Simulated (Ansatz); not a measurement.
Ansatz (a quantum-chemistry and plane-wave program) input for 3-methylbut-3-enal (C5H8O), SMILES CC(=C)CC=O, PBE-D3(BJ)/def2-SVP. 

Ansatz 0.2 input:
```yaml
crystal:
  periodic: [false, false, false]
  atoms:
    - {symbol: C, position_ang: [-1.89560287, 0.61974070, 0.76622217]}
    - {symbol: C, position_ang: [-0.96318875, 0.11711611, -0.04993027]}
    - {symbol: C, position_ang: [-1.08894603, -1.23148998, -0.71098159]}
    - {symbol: C, position_ang: [0.32720673, 0.86204495, -0.33484857]}
    - {symbol: C, position_ang: [1.45684867, 0.21676033, 0.44513593]}
    - {symbol: O, position_ang: [2.33649677, -0.44132403, -0.04586928]}
    - {symbol: H, position_ang: [-1.78036031, 1.60534007, 1.22871973]}
    - {symbol: H, position_ang: [-2.81163790, 0.06475967, 0.99208165]}
    - {symbol: H, position_ang: [-0.22185124, -1.86997832, -0.47289649]}
    - {symbol: H, position_ang: [-1.10677339, -1.12076696, -1.80831020]}
    - {symbol: H, position_ang: [-2.00522042, -1.75238742, -0.39829488]}
    - {symbol: H, position_ang: [0.58376376, 0.82040521, -1.40503926]}
    - {symbol: H, position_ang: [0.23619055, 1.91342545, -0.01810058]}
    - {symbol: H, position_ang: [1.39600848, 0.36476169, 1.55520829]}
basis:
  gaussian:
    orbitals: def2-SVP
hamiltonian:
  xc: pbe
  dispersion: d3bj
relax: {f_tol: 0.002, max_steps: 200}
```

Output:

```
WARN ansatz: RAYON_NUM_THREADS=1 ignored (pool sized by the plan → 1); use --threads N
Functional definition: PBE
integrals: 0.07 GiB planned
1397 factors; their error is unknown
mean field: 0.39 GiB planned
mean field evaluation 1: about -7334.7199 eV, gradient 7.0e1 eV
mean field evaluation 2: about -7319.7107 eV, gradient 1.0e2 eV
mean field evaluation 4: about -7346.8352 eV, gradient 8.2e0 eV
mean field evaluation 8: about -7346.9737 eV, gradient 1.0e-1 eV
mean field evaluation 16: about -7346.9039 eV, gradient 2.7e-3 eV
mean field -7346.90386541 eV, -269.9937371435 hartree, gradient 4.8e-5 eV, S^2 0.000000; 0 other end points of the search recorded, 0 dependent functions left out
the calculation of the forces begins
reference -7346.90389719 eV, -269.9937383113 hartree; 23, 23 occupied and 101, 101 virtual orbitals, 1397 factors
relax step   1: F+E_penalty+E_count = -7347.20846730 eV  Δ(F+E_penalty+E_count) = +0.000e0 eV  max|allowed force component| = 6.816e-1 eV/Å  Δτ_max = 0.0000 Å  (30 SCF iters, accepted)
these checks for a lower state are left out or cut short: starts, cluster_reference, orbital_swaps, neighbouring_geometries, increment
integrals: 0.07 GiB planned
1397 factors; their error is unknown
mean field: 0.39 GiB planned
mean field -7346.92315131 eV, -269.9944458873 hartree, gradient 1.4e-5 eV, S^2 0.000000; 0 other end points of the search recorded, 0 dependent functions left out
the calculation of the forces begins
reference -7346.92318318 eV, -269.9944470584 hartree; 23, 23 occupied and 101, 101 virtual orbitals, 1397 factors
relax step   2: F+E_penalty+E_count = -7347.22685434 eV  Δ(F+E_penalty+E_count) = -1.839e-2 eV  max|allowed force component| = 1.155e-1 eV/Å  Δτ_max = 0.0174 Å  (33 SCF iters, accepted)
these checks for a lower state are left out or cut short: starts, cluster_reference, orbital_swaps, neighbouring_geometries, increment
integrals: 0.07 GiB planned
1397 factors; their error is unknown
mean field: 0.39 GiB planned
mean field evaluation 32: about -7346.9219 eV, gradient 2.2e-3 eV
mean field -7346.92192033 eV, -269.9944006495 hartree, gradient 1.5e-5 eV, S^2 0.000000; 0 other end points of the search recorded, 0 dependent functions left out
the calculation of the forces begins
reference -7346.92195220 eV, -269.9944018209 hartree; 23, 23 occupied and 101, 101 virtual orbitals, 1397 factors
relax step   3: F+E_penalty+E_count = -7347.22508385 eV  Δ(F+E_penalty+E_count) = +1.770e-3 eV  max|allowed force component| = 2.947e-1 eV/Å  Δτ_max = 0.0404 Å  (32 SCF iters, rejected (line search))
these checks for a lower state are left out or cut short: starts, cluster_reference, orbital_swaps, neighbouring_geometries, increment
integrals: 0.07 GiB planned
1397 factors; their error is unknown
mean field: 0.39 GiB planned
mean field -7346.92469578 eV, -269.9945026453 hartree, gradient 1.4e-5 eV, S^2 0.000000; 0 other end points of the search recorded, 0 dependent functions left out
the calculation of the forces begins
reference -7346.92472765 eV, -269.9945038168 hartree; 23, 23 occupied and 101, 101 virtual orbitals, 1397 factors
relax step   4: F+E_penalty+E_count = -7347.22848543 eV  Δ(F+E_penalty+E_count) = -1.631e-3 eV  max|allowed force component| = 4.082e-2 eV/Å  Δτ_max = 0.0202 Å  (32 SCF iters, accepted)
these checks for a lower state are left out or cut short: starts, cluster_reference, orbital_swaps, neighbouring_geometries, increment
integrals: 0.07 GiB planned
1397 factors; their error is unknown
mean field: 0.39 GiB planned
mean field -7346.92533956 eV, -269.9945263041 hartree, gradient 1.4e-5 eV, S^2 0.000000; 0 other end points of the search recorded, 0 dependent functions left out
the calculation of the forces begins
reference -7346.92537145 eV, -269.9945274758 hartree; 23, 23 occupied and 101, 101 virtual orbitals, 1397 factors
relax step   5: F+E_penalty+E_count = -7347.22902818 eV  Δ(F+E_penalty+E_count) = -5.428e-4 eV  max|allowed force component| = 4.322e-2 eV/Å  Δτ_max = 0.0176 Å  (32 SCF iters, accepted)
these checks for a lower state are left out or cut short: starts, cluster_reference, orbital_swaps, neighbouring_geometries, increment
integrals: 0.07 GiB planned
1397 factors; their error is unknown
mean field: 0.39 GiB planned
mean field -7346.92565895 eV, -269.9945380413 hartree, gradient 1.4e-5 eV, S^2 0.000000; 0 other end points of the search recorded, 0 dependent functions left out
the calculation of the forces begins
reference -7346.92569081 eV, -269.9945392122 hartree; 23, 23 occupied and 101, 101 virtual orbitals, 1397 factors
[...]
these checks for a lower state are left out or cut short: starts, cluster_reference, orbital_swaps, neighbouring_geometries, increment
integrals: 0.07 GiB planned
1397 factors; their error is unknown
mean field: 0.39 GiB planned
mean field -7346.92645027 eV, -269.9945671218 hartree, gradient 1.4e-5 eV, S^2 0.000000; 0 other end points of the search recorded, 0 dependent functions left out
the calculation of the forces begins
reference -7346.92648238 eV, -269.9945683019 hartree; 23, 23 occupied and 101, 101 virtual orbitals, 1397 factors
relax step  15: F+E_penalty+E_count = -7347.23176232 eV  Δ(F+E_penalty+E_count) = -5.681e-5 eV  max|allowed force component| = 7.883e-3 eV/Å  Δτ_max = 0.0106 Å  (33 SCF iters, accepted)
these checks for a lower state are left out or cut short: starts, cluster_reference, orbital_swaps, neighbouring_geometries, increment
integrals: 0.07 GiB planned
1397 factors; their error is unknown
mean field: 0.39 GiB planned
mean field -7346.92635848 eV, -269.9945637486 hartree, gradient 1.4e-5 eV, S^2 0.000000; 0 other end points of the search recorded, 0 dependent functions left out
the calculation of the forces begins
reference -7346.92639058 eV, -269.9945649282 hartree; 23, 23 occupied and 101, 101 virtual orbitals, 1397 factors
relax step  16: F+E_penalty+E_count = -7347.23179023 eV  Δ(F+E_penalty+E_count) = -2.791e-5 eV  max|allowed force component| = 6.223e-3 eV/Å  Δτ_max = 0.0120 Å  (33 SCF iters, accepted)
these checks for a lower state are left out or cut short: starts, cluster_reference, orbital_swaps, neighbouring_geometries, increment
integrals: 0.07 GiB planned
1397 factors; their error is unknown
mean field: 0.39 GiB planned
mean field evaluation 128: about -7346.9261 eV, gradient 3.3e-1 eV
mean field -7346.92632320 eV, -269.9945624521 hartree, gradient 1.4e-5 eV, S^2 0.000000; 0 other end points of the search recorded, 0 dependent functions left out
the calculation of the forces begins
reference -7346.92635529 eV, -269.9945636315 hartree; 23, 23 occupied and 101, 101 virtual orbitals, 1397 factors
relax step  17: F+E_penalty+E_count = -7347.23179695 eV  Δ(F+E_penalty+E_count) = -6.723e-6 eV  max|allowed force component| = 6.940e-3 eV/Å  Δτ_max = 0.0043 Å  (34 SCF iters, accepted)
these checks for a lower state are left out or cut short: starts, cluster_reference, orbital_swaps, neighbouring_geometries, increment
integrals: 0.07 GiB planned
1397 factors; their error is unknown
mean field: 0.39 GiB planned
mean field -7346.92629329 eV, -269.9945613528 hartree, gradient 1.4e-5 eV, S^2 0.000000; 0 other end points of the search recorded, 0 dependent functions left out
the calculation of the forces begins
reference -7346.92632537 eV, -269.9945625319 hartree; 23, 23 occupied and 101, 101 virtual orbitals, 1397 factors
relax step  18: F+E_penalty+E_count = -7347.23179893 eV  Δ(F+E_penalty+E_count) = -1.977e-6 eV  max|allowed force component| = 5.542e-3 eV/Å  Δτ_max = 0.0034 Å  (34 SCF iters, accepted)
these checks for a lower state are left out or cut short: starts, cluster_reference, orbital_swaps, neighbouring_geometries, increment
integrals: 0.07 GiB planned
1397 factors; their error is unknown
mean field: 0.39 GiB planned
mean field -7346.92631004 eV, -269.9945619683 hartree, gradient 2.6e-5 eV, S^2 0.000000; 0 other end points of the search recorded, 0 dependent functions left out
the calculation of the forces begins
reference -7346.92634212 eV, -269.9945631474 hartree; 23, 23 occupied and 101, 101 virtual orbitals, 1397 factors
relax step  19: F+E_penalty+E_count = -7347.23180095 eV  Δ(F+E_penalty+E_count) = -2.026e-6 eV  max|allowed force component| = 4.426e-3 eV/Å  Δτ_max = 0.0012 Å  (22 SCF iters, accepted)
these checks for a lower state are left out or cut short: starts, cluster_reference, orbital_swaps, neighbouring_geometries, increment
integrals: 0.07 GiB planned
1397 factors; their error is unknown
mean field: 0.39 GiB planned
mean field -7346.92631758 eV, -269.9945622457 hartree, gradient 2.3e-5 eV, S^2 0.000000; 0 other end points of the search recorded, 0 dependent functions left out
the calculation of the forces begins
reference -7346.92634967 eV, -269.9945634248 hartree; 23, 23 occupied and 101, 101 virtual orbitals, 1397 factors
relax step  20: F+E_penalty+E_count = -7347.23180044 eV  Δ(F+E_penalty+E_count) = +5.170e-7 eV  max|allowed force component| = 3.249e-3 eV/Å  Δτ_max = 0.0009 Å  (22 SCF iters, rejected (line search))
these checks for a lower state are left out or cut short: starts, cluster_reference, orbital_swaps, neighbouring_geometries, increment
integrals: 0.07 GiB planned
1397 factors; their error is unknown
mean field: 0.39 GiB planned
mean field -7346.92631370 eV, -269.9945621029 hartree, gradient 6.2e-5 eV, S^2 0.000000; 0 other end points of the search recorded, 0 dependent functions left out
the calculation of the forces begins
reference -7346.92634578 eV, -269.9945632820 hartree; 23, 23 occupied and 101, 101 virtual orbitals, 1397 factors
relax step  21: F+E_penalty+E_count = -7347.23180103 eV  Δ(F+E_penalty+E_count) = -7.370e-8 eV  max|allowed force component| = 3.908e-3 eV/Å  Δτ_max = 0.0004 Å  (20 SCF iters, accepted)
these checks for a lower state are left out or cut short: starts, cluster_reference, orbital_swaps, neighbouring_geometries, increment
integrals: 0.07 GiB planned
1397 factors; their error is unknown
mean field: 0.39 GiB planned
mean field -7346.92631489 eV, -269.9945621466 hartree, gradient 4.8e-5 eV, S^2 0.000000; 0 other end points of the search recorded, 0 dependent functions left out
the calculation of the forces begins
reference -7346.92634697 eV, -269.9945633257 hartree; 23, 23 occupied and 101, 101 virtual orbitals, 1397 factors
relax step  22: F+E_penalty+E_count = -7347.23180169 eV  Δ(F+E_penalty+E_count) = -6.672e-7 eV  max|allowed force component| = 3.920e-4 eV/Å  Δτ_max = 0.0004 Å  (20 SCF iters, accepted)
integrals: 0.07 GiB planned
1397 factors; their error is unknown
mean field: 0.39 GiB planned
mean field evaluation 160: about -7346.9946 eV, gradient 3.3e-1 eV
mean field -7346.92631489 eV, -269.9945621466 hartree, gradient 4.8e-5 eV, S^2 0.000000; 1 other end points of the search recorded, 0 dependent functions left out
the calculation of the forces begins
reference -7346.92634697 eV, -269.9945633257 hartree; 23, 23 occupied and 101, 101 virtual orbitals, 1397 factors
Total energy: -7347.23183378 eV, -270.0057897588 hartree
Atom 0 at    -1.871697     0.594715     0.801367 Å, force     0.000065     0.000038     0.000019 eV/Å
Atom 1 at    -0.956170     0.114493    -0.066574 Å, force     0.000010    -0.000136    -0.000171 eV/Å
Atom 2 at    -1.084920    -1.218942    -0.751572 Å, force    -0.000055     0.000119    -0.000026 eV/Å
Atom 3 at     0.329546     0.871698    -0.357642 Å, force    -0.000007    -0.000029    -0.000049 eV/Å
Atom 4 at     1.428111     0.233789     0.482575 Å, force     0.000208     0.000295     0.000392 eV/Å
Atom 5 at     2.184914    -0.628733     0.087348 Å, force     0.000076    -0.000366    -0.000372 eV/Å
Atom 6 at    -1.747861     1.575796     1.286535 Å, force    -0.000016     0.000009     0.000102 eV/Å
Atom 7 at    -2.782617     0.024256     1.041968 Å, force    -0.000046    -0.000032     0.000063 eV/Å
Atom 8 at    -0.180592    -1.841091    -0.580293 Å, force     0.000168    -0.000061     0.000102 eV/Å
Atom 9 at    -1.161558    -1.086345    -1.852498 Å, force     0.000041     0.000084    -0.000013 eV/Å
Atom 10 at    -1.974312    -1.778765    -0.404944 Å, force    -0.000086     0.000016     0.000003 eV/Å
Atom 11 at     0.610461     0.784625    -1.427110 Å, force    -0.000077     0.000076     0.000074 eV/Å
Atom 12 at     0.224761     1.938832    -0.076661 Å, force    -0.000008    -0.000094    -0.000242 eV/Å
Atom 13 at     1.444869     0.584080     1.560597 Å, force    -0.000273     0.000079     0.000117 eV/Å
Dipole moment:    -0.325806     0.250459     0.012883 e Å
```

The calculation finished and met its thresholds.

Cost: very roughly 50 core-seconds.
